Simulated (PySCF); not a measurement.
An excited-state job on `C([P@@H](C)=[Se])(=C)C`.

Computed with TDDFT PBE0/def2-SVPD, vertical, gas phase, core orbitals frozen in the response (PySCF 2.14.0, density-fitted response routines). Geometry: GFN2-xTB. A driver script takes a list of jobs; this job's settings line and coordinates (Å) are shown.

Command:
```bash
OMP_NUM_THREADS=1 python probes_run.py task.json out
```

Input:
```
{"job": {"kind": "uv", "xc": "PBE0", "basis": "def2-SVPD", "nstates": 8, "ntriplets": 3}, "charge": 0, "multiplicity": 1}
C     -1.503883    -1.204384    -0.782902
C     -0.826660    -0.283369    -0.114039
C     -1.342250     1.056454     0.291958
P      0.834324    -0.667799     0.527827
C      1.996444     0.502326    -0.267103
Se     0.985724    -0.738311     2.603598
H     -2.513227    -1.035330    -1.122161
H     -1.069627    -2.162245    -1.022311
H     -2.413867     1.136357     0.126385
H     -0.840292     1.845083    -0.271058
H     -1.131599     1.216727     1.350978
H      1.120339    -1.864273    -0.135147
H      1.862921     0.522470    -1.346668
H      3.010446     0.191518    -0.016904
H      1.826795     1.492766     0.155635
```

Task: Give the output.

Result: 
```
coarse grid: 56712 points
cycle   1  E = -2899.5864362993  dE = -2.558e-01  |g| = 4.235e-01  |ddm| = 5.983e+00
cycle   2  E = -2899.5544873922  dE =  3.195e-02  |g| = 5.327e-01  |ddm| = 1.845e+00
cycle   3  E = -2899.6403987257  dE = -8.591e-02  |g| = 1.237e-01  |ddm| = 1.128e+00
cycle   4  E = -2899.6439923583  dE = -3.594e-03  |g| = 3.320e-02  |ddm| = 2.470e-01
cycle   5  E = -2899.6442546720  dE = -2.623e-04  |g| = 1.458e-02  |ddm| = 7.767e-02
cycle   6  E = -2899.6443038060  dE = -4.913e-05  |g| = 4.513e-03  |ddm| = 2.898e-02
cycle   7  E = -2899.6443099042  dE = -6.098e-06  |g| = 5.036e-04  |ddm| = 7.562e-03
final grid: 118184 points
cycle   8  E = -2899.6443179062  dE = -7.339e-08  |g| = 6.370e-04  |ddm| = 1.578e-02
cycle   9  E = -2899.6443178137  dE =  9.253e-08  |g| = 8.807e-04  |ddm| = 2.763e-03
cycle  10  E = -2899.6443180229  dE = -2.093e-07  |g| = 8.063e-05  |ddm| = 1.497e-03
cycle  11  E = -2899.6443180248  dE = -1.846e-09  |g| = 1.650e-05  |ddm| = 1.854e-04
cycle  12  E = -2899.6443180248  dE = -5.821e-11  |g| = 6.557e-06  |ddm| = 3.972e-05
converged SCF energy = -2899.6443180248

Static polarisability (au): isotropic 106.122, principal 92.784 99.243 126.341

Singlet excitations
state   eV       nm        f      main configurations
  1   4.1874    296.1   0.01855   H->L 0.97
  2   4.2457    292.0   0.01093   H-1->L 0.98
  3   5.1651    240.0   0.00243   H->L+1 0.82, H->L+2 0.09
  4   5.3507    231.7   0.01668   H-1->L+1 0.53, H-1->L+2 0.22, H->L+2 0.17
  5   5.4342    228.2   0.01849   H-1->L+2 0.55, H-1->L+3 0.15, H->L+2 0.14
  6   5.5097    225.0   0.07125   H->L+2 0.33, H-1->L+1 0.30, H->L+3 0.19
  7   5.6641    218.9   0.01289   H->L+3 0.52, H->L+2 0.18, H->L+1 0.09
  8   5.8425    212.2   0.01763   H-1->L+3 0.53, H->L+4 0.10, H-1->L+2 0.10

Triplet excitations (Tamm-Dancoff, eV): 3.7891 3.9931 4.3414
```

The SCF starts on a coarse grid where the log names one; the energy can jump when the final grid takes over, and dE then counts from the start density on the new grid. H and L stand for HOMO and LUMO; the number after each pair is its weight.

Task: Give the mean polarisability as a volume in Å³, and the ratio of the largest to the smallest principal value.

Result: 106.122 au × 0.148185 = 15.73 Å³; 126.341/92.784 = 1.36.

Task: Which computed singlet has the largest oscillator strength, and what do all of them sum to?

Result: State 6 at 5.51 eV (225 nm), f = 0.071; the 8 states sum to 0.169.

In short: HOMO -6.08 eV, LUMO -0.82 eV; lowest singlet 4.19 eV; lowest triplet 3.79 eV (Tamm–Dancoff); mean polarisability 106.1 au.

 Relativistic effects, spin–orbit coupling among them, are left out although an element past zinc is present.

Task: Estimate the wall time. Hardware: one thread, Arm Neoverse V1 (aarch64), shared host with 64 logical CPUs at a one-minute load of 52. And the peak memory of the process?

Result: About 45 s (density and orbital grids were written too), with 0.85 GiB resident at the peak, the Python interpreter and its libraries included.

One conformer stands for the species.
Labels such as C1 count atoms from 1, the log's own numbers from 0.
